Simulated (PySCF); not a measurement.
## SiCl₃: breathing scan

Computed with PySCF, UPBE0, basis Si def2-SVP, Cl def2-SVP (no relativity, density fitting).

Rigid scan from the doublet minimum (Si–Cl 2.060 Å (×3); Cl–Si–Cl 109.2° (×3)). Coordinate: all bonds to the central atom scaled together. Energies in kJ/mol from the minimum.

(1) Predict the curve at 0.88, 0.92, 0.96, 1.00, 1.04, 1.08, 1.14, 1.22, 1.35.

## Answers

(1) 
```
scale of all bonds to the centre  E (kJ/mol)  dipole size (D)  ⟨S²⟩
                            0.88       262.3             0.18  0.75
                            0.92       101.3             0.14  0.75
                            0.96        22.1             0.45  0.75
                            1.00         0.0             0.75  0.75
                            1.04        16.8             1.05  0.75
                            1.08        59.3             1.33  0.75
                            1.14       150.7             1.71  0.76
                            1.22       292.8             2.13  0.77
                            1.35       515.3             2.65  0.79
```

Other isomers or separated fragments may lie lower.
